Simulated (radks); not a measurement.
The numbers below are computed, except where a source is named.
Task: The mean radii <r> (bohr) of the occupied orbitals of an atom or ion are listed with their occupations. Code: a radial shooting solver on a logarithmic mesh with Libxc functionals. Model: scalar-relativistic Kohn-Sham, LB94 model potential, spin-polarised, spherical densities, finite nucleus; Fermi nuclear charge, rms radius of each element as measured or else 0.836 A^(1/3) + 0.57 fm.

orbital  occ.      <r>
1s up       1  0.02718
1s down     1  0.02718
2s up       1   0.1167
2s down     1   0.1167
2p up       3   0.1020
2p down     3   0.1020
3s down     1   0.3102
3s up       1   0.3098
3p down     3   0.3069
3p up       3   0.3064
3d down     5   0.2807
3d up       5   0.2803
4s up       1   0.6405

Name the element and its charge. Open shells, if any, are filled with parallel spins first.

Result: Z = 53, iodine, charge +24: I24+ in [Ar] 3d10 4s1. The 1s radius gives Z: for a bare nucleus <r> = (2 gamma + 1)/(2Z) with gamma = sqrt(1 - (Z/c)^2), 0.02683 bohr for Z = 53, and screening makes it slightly larger (0.02718 here). The occupations add up to 29, and the charge is Z minus that.
